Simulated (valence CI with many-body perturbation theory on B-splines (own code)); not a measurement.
# Forbidden lines of Sr XXIV

Level of theory: relativistic CI+MBPT: five valence electrons over a frozen Dirac-Fock core [Ne], radial functions for each j: 9 s, 9 p, 8 d, 6 f, 3 g, 1 h, with the one-electron correlation potential Σ1, the two-electron term Σ2, the three-electron term Σ3, Breit, model QED; selected CI, second order for the rest (own B-spline code, finite nucleus).

No measured levels were compared; by estimate levels of excited configurations hold to 0.05 to 0.15 % of their energy, terms of the ground configuration to about 0.5 %. Among the levels kept, up to 470 cm⁻¹ of a level comes from second order outside the variational space, and about a tenth of that is noise between levels of different J, which matters for small intervals.

Lines 1 to 17 of 17 in falling wavelength, among levels below 167.19 eV, chosen from the decays that carry over 1 % of a level's rate. Wavelengths and rates use the calculated energies, so an error of 400 cm⁻¹ moves a line at 1188 Å by 0.48 % and its rate by three times that or more. Electric multipoles are in the length gauge, E1 and E2 with the static RPA response of the core. S is in atomic units (e²a₀⁴ for E2 and M2, e²a₀⁶ for E3), for M1 in squared Bohr magnetons. Weak lines are less certain than strong ones. Lines between different terms over intervals too small for the method are left out, as are lines whose strength nearly cancels.

Names give the largest LS component (configuration and term), which can be under half, so a name can repeat, a term be missing and a line seem to break the LS rules; names also repeat where a configuration has a term twice. Letters in brackets count levels of one name in rising energy.

```
λ vac (Å)            Upper                Lower  Type   A (s⁻¹)  S (a.u.)
     2910   3s²3p³ ²D°_5/2       3s²3p³ ²D°_3/2    M1  2.66e+02  1.46e+00
     2740  3s²3p²3d ⁴F_9/2      3s²3p²3d ⁴F_7/2    M1  1.01e+03  7.70e+00
     1610  3s²3p²3d ²G_9/2      3s²3p²3d ²G_7/2    M1  2.42e+03  3.75e+00
     1188   3s²3p³ ²P°_1/2       3s²3p³ ²D°_3/2    M1  9.74e+02  1.21e-01
     1138   3s²3p³ ²P°_3/2       3s²3p³ ²P°_1/2    M1  3.91e+03  8.54e-01
     1028   3s²3p³ ²D°_3/2       3s²3p³ ⁴S°_3/2    M1  1.75e+04  2.82e+00
    775.6  3s²3p²3d ²G_9/2      3s²3p²3d ⁴F_9/2    M1  1.36e+04  2.36e+00
    759.5   3s²3p³ ²D°_5/2       3s²3p³ ⁴S°_3/2    M1  3.07e+03  2.99e-01
    726.3   3s²3p³ ²P°_3/2       3s²3p³ ²D°_5/2    M1  1.15e+04  6.55e-01
    653.4  3s²3p²3d ²G_9/2  3s²3p²3d ²F_7/2 [a]    M1  2.03e+03  2.10e-01
    604.5  3s²3p²3d ²G_9/2      3s²3p²3d ⁴F_7/2    M1  1.20e+04  9.82e-01
    581.2   3s²3p³ ²P°_3/2       3s²3p³ ²D°_3/2    M1  5.46e+04  1.59e+00
    551.0   3s²3p³ ²P°_1/2       3s²3p³ ⁴S°_3/2    M1  2.90e+04  3.60e-01
    371.3   3s²3p³ ²P°_3/2       3s²3p³ ⁴S°_3/2    M1  6.11e+03  4.64e-02
    305.4  3s²3p²3d ⁴F_9/2         3s3p⁴ ⁴P_5/2    E2  1.39e+02  3.31e-03
    219.1  3s²3p²3d ²G_9/2         3s3p⁴ ⁴P_5/2    E2  3.37e+02  1.52e-03
    129.5  3s²3p²3d ⁴F_9/2       3s²3p³ ²D°_5/2    M2  3.49e+02  1.14e-04
```
